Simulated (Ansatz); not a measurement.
`CB(N)[SiH2][SiH3]` + CH₃SH → `CSB(C)N` + `[SiH3][SiH3]`  (cleavage of the B–Si bond)

Gas-phase electronic energies from Ansatz, PBE0-D4/def2-TZVP geometries. CBS: MP2 limit from def2 TZ/QZ plus the TZ coupled-cluster correction, frozen cores. This one scheme is used for every species. DFT in def2-TZVPP. One conformer a species, not always the lowest.

`CB(N)[SiH2][SiH3]`:

Z-matrix (Å, degrees):
```
C
B 1 1.572
H 1 1.095 2 110.8
H 1 1.095 2 113.7 3 -121.7
H 1 1.096 2 110.8 3 116.7
N 2 1.392 1 120.6 3 122.7
Si 2 2.027 1 121.0 3 -59.1
H 6 1.009 2 122.6 1 0.0
H 6 1.006 2 123.9 1 -179.7
Si 7 2.341 2 110.1 1 -68.2
H 7 1.496 2 112.6 1 171.7
H 7 1.493 2 111.9 1 50.8
H 10 1.490 7 110.2 2 57.5
H 10 1.489 7 112.4 2 178.1
H 10 1.490 7 110.4 2 -61.2
```

CH₃SH:

```xyz
6

C    -0.097    0.424    0.228
S     0.410   -0.611   -1.163
H    -1.124    0.218    0.527
H    -0.038    1.455   -0.123
H     0.575    0.308    1.078
H     0.273   -1.795   -0.547
```

`CSB(C)N`:

Cartesian coordinates in Å:
```
C -0.479 1.159 1.729
S 0.885 1.258 0.551
B 0.545 -0.097 -0.620
C -0.706 -1.039 -0.480
N 1.463 -0.262 -1.664
H -1.440 1.313 1.237
H -0.327 1.956 2.457
H -0.484 0.203 2.251
H -0.706 -1.563 0.480
H -0.747 -1.795 -1.269
H -1.640 -0.470 -0.519
H 1.359 -0.981 -2.358
H 2.276 0.315 -1.795
```

`[SiH3][SiH3]`:

Cartesian coordinates in Å:
```
Si 0.524 -0.842 0.619
Si -0.524 0.842 -0.619
H 1.948 -0.489 0.866
H -0.157 -1.018 1.930
H 0.475 -2.132 -0.120
H 0.159 1.020 -1.929
H -0.478 2.131 0.121
H -1.947 0.488 -0.869
```

Problem. Is it downhill or uphill in electronic energy at CCSD(T)/CBS, and by how much? (Estimate.)

Solution. Computed: Downhill: ΔE = -75.6 kJ/mol.

Problem. What do these levels give: PBE-D4, r2SCAN-D4, B2PLYP, r2SCAN, CCSD(T)/def2-TZVPP, HF/CBS(def2)? (Best estimate.)

Solution. Ansatz gave: PBE-D4 -68.3, r2SCAN-D4 -76.6, B2PLYP -76.9, r2SCAN -76.9, CCSD(T)/def2-TZVPP -74.7, HF/CBS(def2) -81.7 kJ/mol.

Largest T1 diagnostic among the species: 0.013.

From PBE to PBE0 (25 % exact exchange), in def2-TZVPP and without D4, ΔE moves by −3.5 kJ/mol.
